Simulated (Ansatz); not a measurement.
Sn₁₉H₂₈⁻, a nanocrystal cut from cubic tin. Charge -1, multiplicity 2. Geometry PBE-D4/def2-SVP, that of the neutral singlet; atoms count from 1.

Cartesian coordinates in Å:
```
Sn -1.0178 -3.7257 -2.9889
Sn -3.3479 -3.4232 0.9706
Sn 3.0752 -1.6320 -3.4251
Sn 0.6963 -1.2544 0.5046
Sn 4.8236 0.7608 0.0960
Sn 1.1276 2.4039 -2.1934
Sn 2.4871 1.0669 4.0665
Sn -2.9448 0.3177 -1.7555
Sn -1.1968 2.7055 1.7603
Sn -1.5884 -1.0259 4.5030
Sn 0.7894 -2.5413 -4.7918
Sn -1.6744 -2.0251 -0.8285
Sn -3.9550 -1.9226 3.2724
Sn -1.2768 1.7555 -3.5169
Sn 2.4429 0.0846 -1.2700
Sn 0.0933 0.3885 2.7246
Sn 4.3507 2.3338 2.3808
Sn 0.4425 4.1095 -0.0546
Sn -3.5660 2.0566 0.3756
H -2.4691 -4.2168 -3.8109
H -0.2942 -5.1679 -2.3423
H -2.5287 -4.8793 1.4508
H -4.8042 -3.9117 0.1558
H 3.9264 -3.0081 -2.7897
H 4.1635 -0.8285 -4.5174
H 1.4976 -2.6935 1.0843
H 5.6036 -0.7138 0.5846
H 5.9131 1.5692 -0.9916
H 2.1858 3.2487 -3.2926
H 3.1971 -0.3954 4.6826
H 2.1261 2.0682 5.4414
H -4.4122 -0.1310 -2.5845
H -1.5801 3.7373 3.1131
H -0.7106 -2.4039 5.0970
H -1.9549 -0.0314 5.8813
H 1.2381 -3.6786 -6.0278
H 0.0197 -1.2001 -5.5767
H -4.8894 -2.8769 4.3854
H -4.9223 -0.5547 2.8243
H -0.9668 0.8512 -4.9657
H -2.0796 3.2268 -3.9822
H 3.7267 3.8768 1.8938
H 5.8382 2.6215 3.2337
H 1.8602 4.7285 0.7323
H -0.4438 5.4698 -0.6793
H -4.7387 1.3456 1.4393
H -4.2620 3.5151 -0.2686
```

In the def2 sets Sn takes a core potential; there is no spin–orbit coupling. Single mean-field runs in def2-SVP are fitted with def2-universal-jkfit.

Estimate the Mulliken populations of the heavy atoms from the PBE0/def2-SVP orbitals of Ansatz.


```json
{"atom": "Sn1", "charge (e)": "0.14", "spin (α − β)": "0.07"}
{"atom": "Sn2", "charge (e)": "0.14", "spin (α − β)": "0.07"}
{"atom": "Sn3", "charge (e)": "0.14", "spin (α − β)": "0.07"}
{"atom": "Sn4", "charge (e)": "0.04", "spin (α − β)": "0.08"}
{"atom": "Sn5", "charge (e)": "0.14", "spin (α − β)": "0.07"}
{"atom": "Sn6", "charge (e)": "0.03", "spin (α − β)": "0.02"}
{"atom": "Sn7", "charge (e)": "0.14", "spin (α − β)": "0.07"}
{"atom": "Sn8", "charge (e)": "0.03", "spin (α − β)": "0.02"}
{"atom": "Sn9", "charge (e)": "0.03", "spin (α − β)": "0.02"}
{"atom": "Sn10", "charge (e)": "0.14", "spin (α − β)": "0.07"}
{"atom": "Sn11", "charge (e)": "0.10", "spin (α − β)": "0.02"}
{"atom": "Sn12", "charge (e)": "-0.11", "spin (α − β)": "0.03"}
{"atom": "Sn13", "charge (e)": "0.10", "spin (α − β)": "0.02"}
{"atom": "Sn14", "charge (e)": "0.13", "spin (α − β)": "0.00"}
{"atom": "Sn15", "charge (e)": "-0.11", "spin (α − β)": "0.03"}
{"atom": "Sn16", "charge (e)": "-0.11", "spin (α − β)": "0.03"}
{"atom": "Sn17", "charge (e)": "0.10", "spin (α − β)": "0.02"}
{"atom": "Sn18", "charge (e)": "0.13", "spin (α − β)": "0.00"}
{"atom": "Sn19", "charge (e)": "0.13", "spin (α − β)": "0.00"}
```
Mulliken values depend strongly on the basis.

Where does the spin sit?

Summed by element: Sn 0.72, H 0.28, of 1 unpaired in all. Largest on single atoms: Sn4 0.08, Sn2 0.07, Sn1 0.07.

And the Mayer bond orders between heavy atoms (over 0.3)?

Sn1–Sn11 0.86 (2.81 Å); Sn1–Sn12 0.79 (2.83 Å); Sn2–Sn12 0.79 (2.83 Å); Sn2–Sn13 0.86 (2.81 Å); Sn3–Sn11 0.86 (2.81 Å); Sn3–Sn15 0.79 (2.83 Å); Sn4–Sn12 0.79 (2.83 Å); Sn4–Sn15 0.79 (2.83 Å); Sn4–Sn16 0.79 (2.83 Å); Sn5–Sn15 0.79 (2.83 Å); Sn5–Sn17 0.86 (2.81 Å); Sn6–Sn14 0.87 (2.82 Å); Sn6–Sn15 0.84 (2.82 Å); Sn6–Sn18 0.87 (2.82 Å); Sn7–Sn16 0.79 (2.83 Å); Sn7–Sn17 0.86 (2.81 Å); Sn8–Sn12 0.84 (2.82 Å); Sn8–Sn14 0.87 (2.82 Å); Sn8–Sn19 0.87 (2.82 Å); Sn9–Sn16 0.84 (2.82 Å); Sn9–Sn18 0.87 (2.82 Å); Sn9–Sn19 0.87 (2.82 Å); Sn10–Sn13 0.86 (2.81 Å); Sn10–Sn16 0.79 (2.83 Å).
